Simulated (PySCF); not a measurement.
# Radial density of Sn (tin, neutral)

BHandHLYP, [Kr] 4d10 5s1 5p3, 5s spin antiparallel (an excited configuration). All numbers are calculated (PySCF 2.14, the spin-free X2C one-electron Hamiltonian (Gaussian nucleus), in x2c-TZVPPall with one added diffuse shell each of s, p, d, f type (9s7p5d3f, 76 functions)).

```csv
r (bohr),4πr²ρ (e/bohr),4πr²(ρα − ρβ)
0.0266,61.46,0.0071
0.0448,56.30,0.0256
0.0754,78.82,0.0091
0.127,68.75,-0.0085
0.213,62.08,0.0208
0.359,50.46,0.0040
0.603,20.47,0.0403
1.01,18.68,-0.0075
1.71,4.174,0.1218
2.87,1.517,0.7662
4.83,0.3261,0.2855
8.12,0.007449,0.0072
13.7,1.611e-05,0.0000
```

Densities and radii are taken from the X2C orbitals without a picture-change correction, which distorts them close to the nucleus.

With the s spin flipped the determinant is a mixture of two multiplicities, not a spectroscopic state.
